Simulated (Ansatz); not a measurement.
A nudged elastic band was laid between two geometries of BFH$_{5}$NSi (9 atoms, charge 0, multiplicity 1).

These are results of UKS BHLYP-D4/6-31G* (Ansatz 0.2.0), not measurements.

```json
{
 "movable images": "7",
 "climbing image": "yes",
 "spring": "5.0 eV/Å²",
 "optimiser": "quadratic models (default)",
 "start path": "through a guess of the saddle point",
 "force threshold": "0.03 eV/Å",
 "iteration limit": "60",
 "end points": "relaxed"
}
```

Initial state:

```xyz
9
Properties=species:S:1:pos:R:3
B -0.636 -0.159 -0.422
Si 0.451 1.029 0.810
N -0.180 -1.392 -0.867
H 0.707 -1.777 -0.610
F -1.841 0.249 -0.833
H 1.723 0.372 1.194
H 0.788 2.313 0.156
H -0.291 1.339 2.053
H -0.721 -1.974 -1.481
```

Final state:

```xyz
9
Properties=species:S:1:pos:R:3
B -1.400 -0.785 -1.201
Si 1.047 1.012 1.141
N -1.200 -1.878 -1.719
H 1.032 -0.305 0.475
F -1.614 0.367 -0.657
H 2.307 1.160 1.894
H 0.953 2.078 0.126
H -0.095 1.107 2.070
H -1.029 -2.756 -2.130
```

**Question.** Which bonds break or form, and what moves?

**Answer.** Bonds broken: B1–Si2, N3–H4. Bonds formed: Si2–H4. BFH5NSi becomes BFHN + H4Si.

**Question.** What energy profile does the band end with?

**Answer.** The run converged. The highest image is number 3 of 0 to 8, 3.71 eV above the first end and 1.85 eV above the last; the last end lies 1.86 eV above the first. Neighbouring images differ by up to 2.0 eV, so the band resolves the path poorly. A vibrational analysis at the climbing image gives one clearly imaginary mode, 1330i cm⁻¹: a first-order saddle point. The orbitals were unrestricted but ended closed-shell.

| image | path coordinate (Å) | energy (eV) | B1–Si2 (Å) | N3–H4 (Å) | Si2–H4 (Å) |
| --- | --- | --- | --- | --- | --- |
| 0 | 0.00 | 0.00 | 2.03 | 1.00 | 3.16 |
| 1 | 0.63 | 0.32 | 2.02 | 1.00 | 2.79 |
| 2 | 1.25 | 1.74 | 2.04 | 1.08 | 2.38 |
| 3 | 1.88 | 3.71 | 2.14 | 1.60 | 1.91 |
| 4 | 2.74 | 2.65 | 2.67 | 2.12 | 1.50 |
| 5 | 3.60 | 2.02 | 3.21 | 2.61 | 1.47 |
| 6 | 4.47 | 1.87 | 3.66 | 3.19 | 1.47 |
| 7 | 5.33 | 1.86 | 3.78 | 3.48 | 1.48 |
| 8 | 6.20 | 1.86 | 3.83 | 3.50 | 1.48 |

**Question.** What is the geometry of the highest image?

**Answer.** 
```xyz
9
Properties=species:S:1:pos:R:3
B -0.656 -0.347 -0.528
Si 0.531 0.823 0.812
N -0.257 -1.637 -0.620
H 0.610 -0.300 -0.726
F -1.634 0.378 -1.089
H 1.793 0.196 1.233
H 0.785 2.154 0.234
H -0.389 0.946 1.958
H -0.784 -2.214 -1.274
```

The run took 5.2 min on 2 threads of Intel(R) Xeon(R) Platinum 8488C (Sapphire Rapids) (shared host), peak memory 0.23 GiB.
